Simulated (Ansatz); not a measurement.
Ansatz (a first-principles code) input:
A basis named .json is the Basis Set Exchange file of that set.

Ansatz 0.2 input:
```yaml
crystal:
  periodic: [false, false, false]
  atoms:
    - {symbol: Re, position_ang: [-0.08926557, 0.07242381, 0.10920164]}
    - {symbol: O, position_ang: [-0.77089259, -1.36511864, -0.44417865]}
    - {symbol: O, position_ang: [0.16533556, 1.01946009, -1.26035083]}
    - {symbol: O, position_ang: [1.44242176, -0.33331471, 0.68076407]}
basis:
  gaussian:
    orbitals: def2-TZVPPD.json
hamiltonian:
  xc: hf
total_charge: 1
magnetization: {spin_polarized: true, initial_magnetization: 2}
```

Problem. Predict the final energy.

Solution. -301.81545 Eh (HF/def2-TZVPPD). The basis has 179 functions.

This state (charge 1, triplet) is run at the relaxed geometry of the species with charge 1 and multiplicity 1, and is a spin state other than that species' own.

The determinant is spin-contaminated: <S^2> is 2.60 against 2.00 for a pure state.
